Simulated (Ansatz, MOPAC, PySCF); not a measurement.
Complex: SiH4 (SMILES [SiH4]) (first 5 atoms) with C2H2 (SMILES C#C); geometry from B3LYP-D3(BJ)/def2-TZVP, rigid monomers moved along the line of their centres of mass till Si1···C6 is 4.24 Å.
(charge 0, multiplicity 1):
```xyz
9

Si     0.285    -0.068     0.051
H      1.126     1.004     0.627
H     -1.144     0.228     0.295
H      0.638    -1.368     0.662
H      0.523    -0.139    -1.410
C      0.098    -0.099     4.289
C     -1.006     0.318     4.092
H      1.079    -0.471     4.460
H     -1.986     0.689     3.914
```

Interaction energies are E(AB) − E(A) − E(B) at the monomers' geometry in the complex; basis-set methods are counterpoise corrected. Rows marked so take none.

Rows in 6-31G* carry no dispersion term and start afresh at each structure (6-31G* with six Cartesian d functions). The state reached by AM1 isn't checked.

Run with Ansatz (Gaussian basis) for Hartree–Fock, density functionals and correlated methods; MOPAC for AM1 (differences of heats of formation); PySCF for 6-31G* rows, the dispersion terms. Each number belongs to the level named beside it.

Question: One of these levels gives -0.71 kcal/mol for the interaction energy. Which one is it?
(A) AM1
(B) HF/6-31G* (no counterpoise)
(C) PBE-D3(BJ)/def2-TZVPPD

Answer: B, HF/6-31G* (no counterpoise). The others give -0.03 (AM1), -1.08 (PBE-D3(BJ)/def2-TZVPPD)

Ansatz is an electronic-structure program.
